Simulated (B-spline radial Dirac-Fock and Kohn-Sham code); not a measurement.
Gd 5d3/2: cross section and angular parameters

System: atomic gadolinium in the configuration [Xe] 4f7 5d1 6s2; threshold 4.69 eV (orbital energy of the model). The computed values come from a radial finite-basis atomic code: Dirac-Hartree-Slater photoionisation with a Latter tail; cross sections with all multipoles, angular parameters from the dipole term and its interference with E2.

For linearly polarised light dσ/dΩ = σ/(4π) [1 + β P₂(cos θ) + (δ + γ cos²θ) sin θ cos φ], with θ from the polarisation vector and φ the angle between the beam and the projection of the electron momentum on the plane normal to the polarisation.

| hν (eV) | σ (kb) | β | γ | δ |
| --- | --- | --- | --- | --- |
| 60.4 | 75.9 | 1.579 | 0.117 | 0.015 |
| 68.6 | 45.5 | 1.742 | 0.150 | 0.012 |
| 98.9 | 8.87 | 1.954 | 0.196 | -0.003 |
| 111 | 5.22 | 1.672 | 0.145 | -0.003 |
| 172 | 2.25 | -0.660 | -0.087 | 0.065 |
| 200 | 2.46 | -0.506 | 0.011 | 0.061 |
| 231 | 2.65 | -0.205 | 0.095 | 0.048 |
| 243 | 2.69 | -0.096 | 0.117 | 0.043 |
| 268 | 2.74 | 0.101 | 0.147 | 0.034 |
| 400 | 2.39 | 0.699 | 0.135 | 0.005 |
| 441 | 2.21 | 0.803 | 0.112 | 0.001 |
| 799 | 1.06 | 1.217 | -0.025 | 0.002 |
| 1100 | 0.605 | 1.328 | -0.025 | 0.011 |
| 1253.6 | 0.467 | 1.357 | -0.003 | 0.015 |
| 1486.9 | 0.326 | 1.381 | 0.047 | 0.022 |
| 2080 | 0.150 | 1.390 | 0.210 | 0.036 |
| 2780 | 0.0719 | 1.361 | 0.412 | 0.052 |
| 3100 | 0.0537 | 1.343 | 0.499 | 0.059 |
| 3660 | 0.0339 | 1.308 | 0.641 | 0.071 |
| 3870 | ? | ? | ? | ? |
| 4000 | 0.0263 | 1.286 | 0.721 | 0.079 |
| 6000 | 0.00777 | 1.164 | 1.108 | 0.124 |
| 6630 | 0.00567 | 1.130 | 1.207 | 0.139 |
| 7080 | 0.00460 | 1.106 | 1.273 | 0.150 |
| 9130 | 0.00199 | 1.010 | 1.523 | 0.199 |
| 9251.7 | 0.00190 | 1.005 | 1.536 | 0.202 |
| 9550 | 0.00171 | 0.992 | 1.566 | 0.209 |
| 12000 | 0.000777 | 0.901 | 1.776 | 0.266 |
| 12400 | 0.000692 | 0.887 | 1.805 | 0.276 |
| 14100 | 0.000439 | 0.834 | 1.916 | 0.315 |

**Question.** Give the values at 3870 eV.

**Answer.** σ = 0.0289 kb, β = 1.294, γ = 0.691, δ = 0.076.
